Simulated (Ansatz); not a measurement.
Two isomers of C2H6O2Si: A = `CC(=O)O[SiH3]`, B = `O=COC[SiH3]`.

Program: Ansatz. Geometries: PBE0-D4/def2-TZVP. ΔE: electronic, gas phase. CCSD(T)/CBS adds triple-zeta CCSD(T) − MP2 to the extrapolated MP2 energy (def2 sets, frozen cores). Functionals use def2-TZVPP. B3LYP here is the variant with VWN-RPA as its local correlation; programs differ in this. Each species was taken in one conformer, which may not be the lowest.

(1) Which isomer does CCSD(T)/CBS put lower? Give the gap. (Estimate.)

(2) Give E(B) − E(A) in kcal/mol with HF/def2-TZVPP, CCSD/def2-TZVPP, ωB97M-V, B3LYP, CCSD(T)/def2-TZVPP, MP2/def2-TZVPP, PBE0-D4. (An estimate is asked.)

Largest T1 diagnostic: 0.015.

Answers

(1) Computed: A, by 41.3 kcal/mol.

(2) The calculation gave: HF/def2-TZVPP 44.4, CCSD/def2-TZVPP 41.5, ωB97M-V 40.9, B3LYP 39.8, CCSD(T)/def2-TZVPP 40.8, MP2/def2-TZVPP 42.3, PBE0-D4 39.3. None reverses the order clearly.

In def2-TZVPP, CCSD(T) changes the Hartree–Fock value by −3.6 kcal/mol (the triples alone add −0.7 kcal/mol) and MP2 by −2.1 kcal/mol. From PBE to PBE0 (25 % exact exchange), in def2-TZVPP and without D4, E(B) − E(A) moves by +2.3 kcal/mol.
